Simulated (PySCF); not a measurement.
## Peak assignment

Atoms are numbered as in `[CH3:1][O:2][SiH2:3][SiH2:4][SiH3:5]`. Each H is labelled by its parent atom.

- shieldings: GIAO PBE0/pcSseg-1
- geometry from GFN2-xTB
- code: PySCF 2.14.0 with density-fitted response routines
- one computed conformer, relativity neglected, equivalent nuclei averaged, isolated molecule

References, each an isolated molecule treated in the same way: TMS for $^{1}$H (σ = 31.72 ppm).

Assign these signals to the numbered atoms. $^{1}$H NMR (600 MHz, computed): δ 5.25 (t, 2H), 3.74 (s, 3H), 3.52 (m, 2H), 3.32 (t, 3H).

Answers


| δ (ppm) | atoms | environment | reason |
| --- | --- | --- | --- |
| 5.25 | H(Si3) | hydrogen on a silicon bonded to O, Si | – |
| 3.74 | H(C1) | hydrogen on a methyl carbon bonded to O | its carbon carries O, which withdraws density |
| 3.52 | H(Si4) | hydrogen on a silicon bonded to 2 Si | – |
| 3.32 | H(Si5) | hydrogen on a silicon bonded to Si | – |

No couplings were computed; multiplicities are counted from neighbouring protons, with m where these are inequivalent, close in shift, in a saturated or five-membered ring or joined by F or P, and br s for small geminal =CH2 splittings.
